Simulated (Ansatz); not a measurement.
C3H9FInN (`CC(C)[NH][InH][F]`). Charge 0, multiplicity 1. In: def2 effective core potential. All single points use the PBE0-D4/def2-TZVP geometry. It is one conformer, not always the lowest.

```xyz
15

C    -0.743    1.345   -0.192
C    -0.602   -0.115   -0.587
C    -1.154   -1.032    0.498
N     0.783   -0.415   -0.931
In    2.370   -0.125    0.253
F     1.873    0.967    1.811
H    -1.786    1.588    0.025
H    -0.396    1.995   -0.998
H    -0.155    1.559    0.706
H    -1.193   -0.275   -1.499
H    -0.616   -0.864    1.437
H    -2.215   -0.842    0.681
H    -1.039   -2.082    0.218
H     0.858   -1.197   -1.565
H     4.015   -0.506    0.142
```

Task: What is the dipole moment at PBE/def2-TZVPP? (Best estimate.)

Result: Computed: 3.12 D, with components (-0.11, -2.02, -2.38) D in this frame, pointing from negative to positive charge.

Task: And with r2SCAN, B3LYP, ωB97M-V? (Estimate.)

Result: The calculation gave: r2SCAN 3.18 D, B3LYP 3.23 D, ωB97M-V 3.19 D.

Task: Give the Mulliken charges with PBE, r2SCAN, ωB97M-V in def2-TZVPP. (Estimate.)

Result: Computed: 
| atom | PBE | r2SCAN | ωB97M-V |
| --- | --- | --- | --- |
| C1 | -0.27 | -0.19 | -0.32 |
| C2 | 0.15 | 0.26 | 0.03 |
| C3 | -0.26 | -0.16 | -0.30 |
| N4 | -0.37 | -0.47 | -0.40 |
| In5 | 0.65 | 0.74 | 0.74 |
| F6 | -0.47 | -0.51 | -0.51 |
| H7 | 0.07 | 0.04 | 0.10 |
| H8 | 0.08 | 0.05 | 0.11 |
| H9 | 0.10 | 0.07 | 0.13 |
| H10 | 0.05 | 0.00 | 0.08 |
| H11 | 0.08 | 0.05 | 0.10 |
| H12 | 0.07 | 0.04 | 0.10 |
| H13 | 0.07 | 0.03 | 0.09 |
| H14 | 0.13 | 0.14 | 0.10 |
| H15 | -0.08 | -0.08 | -0.04 |

B3LYP here is the variant with VWN-RPA as its local correlation; programs differ in this.
